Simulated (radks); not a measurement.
Results of a calculation; reference values are marked as such.
Ionisation of K2+, [Ne] 3s2 3p5, to K3+, [Ne] 3s2 3p4, under several functionals. Scalar-relativistic Kohn-Sham, spin-unpolarised, spherical densities, point nucleus; a radial shooting solver on a logarithmic mesh with Libxc functionals.

functional,E(K2+) (hartree),Exc (hartree),IE (eV),-e(HOMO) (eV),<r> HOMO (bohr),IE error (eV)
PBEsol,-599.95841,-31.91075,46.825,39.144,1.354,+1.022
"LDA (Slater exchange, VWN5 correlation)",-599.22715,-31.15759,46.962,39.282,1.354,+1.159
BP86,-601.02434,-33.00504,46.974,39.288,1.353,+1.171
Wu-Cohen GGA,-600.44652,-32.41443,46.881,39.193,1.353,+1.078
PBE,-600.75475,-32.72799,46.896,39.211,1.354,+1.093
B86b exchange with PBE correlation,-600.95054,-32.92924,46.934,39.246,1.354,+1.131
OLYP,-601.01855,-33.02136,47.007,39.306,1.352,+1.204

NIST Atomic Spectra Database: 45.803 eV (semi-empirical). Closest: PBEsol. The Delta-SCF values span 0.18 eV, the total energies 1.80 hartree. The highest occupied level is 3p. Spin polarisation and multiplet splitting are left out, so open shells lie too high by an amount that depends on their filling.

Beside tabulated values, note that spin-unpolarised runs miss the spin-polarisation part of the exchange energy of open shells.
